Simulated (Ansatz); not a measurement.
Molecule: C4H9N, net charge 0, singlet state. SMILES: NC1CCC1
Geometry: optimised at B3LYP-D3(BJ)/def2-TZVP (Ansatz, a quantum-chemistry and plane-wave program).

Wanted: size of the dipole moment, in D. Terms: 6-31G* and kin with 6d, 5d where marked; 6-311+G** with 5d; no dispersion term unless named; non-relativistic; no spin-orbit coupling; LANL2DZ all-electron up to Ne. First-principles rows: single points at B3LYP-D3(BJ) geometries (Ansatz).

```tsv
level	program	size of the dipole moment (D)
PBE/STO-3G	Ansatz	1.32
PBE/3-21G	Ansatz	1.40
PBE/LANL2DZ	Ansatz	1.55
PBE/6-31G*	Ansatz	1.29
PBE/def2-SVP	Ansatz	1.26
PBE/6-311+G**	Ansatz	1.28
```

No value to compare with is used here. The 6 habitual levels span 1.26 (PBE/def2-SVP) to 1.55 D (PBE/LANL2DZ).

The sets are all those run for this method; runs whose electronic state is in doubt are left out.
